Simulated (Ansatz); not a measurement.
`[Cu][S]c1ccc(C#Cc2ccc(C#Cc3ccccc3)cc2)cc1` was relaxed with PBE-D4 (def2-SVP) in Ansatz in these states: charge +1 doublet, charge -1 doublet, neutral singlet. The geometries follow in no particular order.

Single mean-field runs in def2-SVP are fitted with def2-universal-jkfit.

A:

```xyz
37

Cu    8.2393   -3.1755    5.8935
S     6.2564   -3.3397    6.6801
C     5.2140   -2.7043    5.4391
C     3.8130   -2.6853    5.7158
C     2.9141   -2.1986    4.7798
C     3.3680   -1.7072    3.5161
C     2.4568   -1.2196    2.5670
C     1.6439   -0.7944    1.7308
C     0.7184   -0.3227    0.7860
C     1.1570    0.1634   -0.4849
C     0.2411    0.6212   -1.4183
C    -1.1588    0.6140   -1.1289
C    -2.0892    1.0695   -2.0800
C    -2.9106    1.4627   -2.9204
C    -3.8477    1.9056   -3.8795
C    -5.2448    1.8369   -3.6050
C    -6.1651    2.2716   -4.5597
C    -5.7163    2.7807   -5.7936
C    -4.3383    2.8551   -6.0755
C    -3.4056    2.4222   -5.1321
C    -1.5965    0.1321    0.1437
C    -0.6812   -0.3241    1.0784
C     4.7718   -1.7262    3.2415
C     5.6672   -2.2125    4.1803
H     3.4513   -3.0622    6.6843
H     1.8368   -2.1882    5.0024
H     2.2324    0.1672   -0.7127
H     0.5807    0.9928   -2.3954
H    -5.5829    1.4374   -2.6378
H    -7.2433    2.2157   -4.3463
H    -6.4470    3.1224   -6.5423
H    -3.9947    3.2549   -7.0414
H    -2.3270    2.4746   -5.3407
H    -2.6721    0.1278    0.3701
H    -1.0218   -0.6946    2.0555
H     5.1334   -1.3494    2.2736
H     6.7475   -2.2232    3.9567
```

B:

```xyz
37

Cu    8.9415   -5.4570    0.6575
S     7.7249   -5.9859   -1.0732
C     6.3577   -4.9038   -0.8552
C     5.8428   -4.1636   -1.9547
C     4.7348   -3.3306   -1.8189
C     4.0784   -3.1711   -0.5618
C     2.9576   -2.3245   -0.4172
C     1.9742   -1.5779   -0.2913
C     0.8587   -0.7273   -0.1512
C     0.2133   -0.5433    1.1122
C    -0.8835    0.2968    1.2499
C    -1.4156    1.0153    0.1341
C    -2.5269    1.8730    0.2738
C    -3.5013    2.6313    0.3950
C    -4.6089    3.4992    0.5317
C    -5.1199    4.2277   -0.5852
C    -6.2133    5.0855   -0.4431
C    -6.8403    5.2531    0.8068
C    -6.3495    4.5416    1.9187
C    -5.2567    3.6806    1.7913
C    -0.7727    0.8308   -1.1296
C     0.3238   -0.0094   -1.2671
C     4.6086   -3.8983    0.5468
C     5.7036   -4.7427    0.3993
H     6.3434   -4.2610   -2.9307
H     4.3521   -2.7749   -2.6892
H     0.6055   -1.0848    1.9861
H    -1.3612    0.4216    2.2334
H    -4.6337    4.1011   -1.5640
H    -6.5858    5.6356   -1.3223
H    -7.7014    5.9305    0.9131
H    -6.8297    4.6622    2.9031
H    -4.8775    3.1274    2.6635
H    -1.1648    1.3718   -2.0041
H     0.8016   -0.1353   -2.2502
H     4.1275   -3.7865    1.5308
H     6.0928   -5.3072    1.2616
```

C:

Cartesian coordinates in Å:
```
Cu 0.677 -1.418 -10.364
S 1.041 0.584 -9.745
C 0.812 0.422 -7.995
C 1.539 1.286 -7.139
C 1.368 1.236 -5.756
C 0.467 0.313 -5.161
C 0.309 0.248 -3.752
C 0.178 0.195 -2.526
C 0.041 0.133 -1.115
C -0.930 -0.709 -0.509
C -1.056 -0.775 0.877
C -0.214 -0.004 1.723
C -0.332 -0.080 3.136
C -0.422 -0.152 4.364
C -0.521 -0.238 5.781
C 0.370 0.490 6.614
C 0.273 0.398 8.006
C -0.709 -0.414 8.598
C -1.598 -1.138 7.785
C -1.509 -1.055 6.391
C 0.757 0.840 1.118
C 0.881 0.907 -0.268
C -0.264 -0.550 -6.023
C -0.100 -0.487 -7.405
H 2.254 1.998 -7.578
H 1.944 1.912 -5.107
H -1.588 -1.312 -1.152
H -1.812 -1.430 1.332
H 1.137 1.124 6.147
H 0.971 0.967 8.638
H -0.782 -0.483 9.694
H -2.369 -1.776 8.244
H -2.203 -1.620 5.752
H 1.414 1.443 1.761
H 1.637 1.564 -0.723
H -0.969 -1.271 -5.584
H -0.692 -1.147 -8.060
```

Q: Judge from the bond lengths which geometry belongs to which state (an estimate).

A: A is the charge +1 doublet (Cu1–S2 2.140 Å, S2–C3 1.741 Å, C6–C7 1.403 Å); B is the charge -1 doublet (Cu1–S2 2.181 Å, S2–C3 1.757 Å, C6–C7 1.412 Å); C is the neutral singlet (Cu1–S2 2.127 Å, S2–C3 1.773 Å, C6–C7 1.419 Å).
